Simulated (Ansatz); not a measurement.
BGeH5OSi (`[GeH3][B]1O[SiH2]1`). Charge 0, multiplicity 1. Correlated methods include outer-core shells of Ge, which these sets cover unevenly. Scalar relativity is left out up to krypton.

```xyz
9

Ge    1.726   -0.483   -0.514
B    -0.125    0.133    0.126
O    -0.554    1.050    1.000
Si   -2.014    0.312    0.362
H     1.813   -0.330   -2.041
H     1.905   -1.973   -0.177
H     2.871    0.315    0.134
H    -2.779   -0.347    1.446
H    -2.843    1.324   -0.335
```

Problem. Give the diagnostics of a CCSD(T)/def2-TZVPP run (frozen core, Ansatz 0.2.0). (Best estimate.)

Solution. Ansatz gave: T1 = 0.0152, largest single amplitude 0.039, largest double 0.044, (T) share of the correlation energy 3.9 %, 10 CCSD cycles. The RHF solution is stable towards an unrestricted one. T1 lies under the customary mark of 0.02 for closed shells.
